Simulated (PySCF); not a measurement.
Excitations are Tamm–Dancoff values on a coarser integration grid. The basis has no diffuse functions, so Rydberg states are missing or too high.

Cartesian coordinates (Å):
```xyz
13

C      1.9397    -0.2321    -0.1889
Al     0.0004     0.0000    -0.0020
C     -0.7541     1.7945     0.2429
C     -1.1849    -1.5626    -0.0579
H      2.4927     0.7094    -0.1713
H      2.3351    -0.8633     0.6143
H      2.1854    -0.7460    -1.1241
H     -0.2828     2.3099     1.0860
H     -1.8327     1.7915     0.4137
H     -0.5618     2.4181    -0.6371
H     -1.7086    -1.6853     0.8965
H     -0.6611    -2.4974    -0.2681
H     -1.9654    -1.4385    -0.8157
```
Charge 0, spin multiplicity 1.

Estimate the dipole moment, T1 excitation (TDA), LUMO, total energy and brightest of the four lowest singlets (TDA) that PBE-D3(BJ)/def2-TZVP // B3LYP-D3(BJ)/def2-TZVP (PySCF) returns for this input.


| Quantity | Result |
|---|---|
| dipole moment | 0.00 D |
| T1 excitation (TDA) | 4.90 eV |
| LUMO | -1.14 eV |
| total energy | -361.9219 Ha |
| brightest of the four lowest singlets (TDA) | 6.10 eV |
